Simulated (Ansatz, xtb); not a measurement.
System: HTe (charge +1, singlet). SMILES of the parent species: [TeH]
Structure (B3LYP-D3(BJ)/def2-TZVP (Ansatz, an electronic-structure program) minimum search):
```xyz
2

Te     0.0000     0.0000    -0.0316
H      0.0000     0.0000     1.6418
```
Charge +1, spin multiplicity 1.

Harmonic wavenumbers from GFN2-xTB (xtb, at its own minimum), cm⁻¹: 1680.

### Question
Give the harmonic wavenumbers at B3LYP-D3(BJ)/def2-TZVP (Ansatz, finite differences of forces, unscaled).

### Answer
2103 cm⁻¹. Zero-point energy 3.0 kcal/mol.

### Question
From these and the geometry, give the ideal-gas thermochemistry at 298.15 K and 1 atm (rigid rotor, harmonic oscillator).

### Answer
Point group C∞v, rotational symmetry number 1. Rotational constants 180.5, 180.5 GHz. S(trans) 40.47, S(rot) 9.02, S(vib) 0.00, S(elec, spin only) 0.00, S 49.5 cal/(mol K). H(298) - H(0) 2.07 kcal/mol; G - E(el) -9.7 kcal/mol.
